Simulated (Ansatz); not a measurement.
`Cl[SiH](Cl)I` + `CCl` → `ClC[SiH](Cl)I` + HCl  (formal exchange of groups at the Si–Cl bond)

Computed with Ansatz on PBE0-D4/def2-TZVP structures; ΔE is electronic, products minus reactants. CCSD(T)/CBS is the MP2 limit (def2-TZVPP, def2-QZVPP) plus CCSD(T) − MP2 in def2-TZVPP, frozen cores. This one scheme is used for every species. Functionals use def2-TZVPP. B3LYP here is the variant with VWN-RPA as its local correlation; programs differ in this. HSE06 is defined as in plane-wave codes. Elements past krypton have def2 core potentials. For I outer-core shells are correlated without core-valence functions, which leaves a few kJ/mol of doubt a bond. Each species was taken in one conformer, which may not be the lowest.

```csv
level,ΔE (eV)
PBE-D4,0.97
r2SCAN-D4,1.02
B97M-V,1.04
PBE0-D4,0.98
B3LYP-D4,0.99
r2SCAN,1.03
HSE06,1.02
MP2/def2-QZVPP,0.99
```

**Question.** What does CCSD(T)/CBS give? (Best estimate.)

**Answer.** Ansatz gave: +0.97 eV. The listed levels differ from it by 0.00, 0.05, 0.07, 0.01, 0.02, 0.06, 0.05, 0.02 eV.

Largest T1 diagnostic among the species: 0.009.

At CCSD(T), def2-SVP lies −0.06 eV from the extrapolated value and def2-TZVPP −0.03 eV. The D4 term adds −0.07 eV with B3LYP and −0.04 eV with PBE0; it sums over pairs of atoms, weighted by their polarisabilities, and B3LYP, whose exchange is more repulsive, gets the larger term.
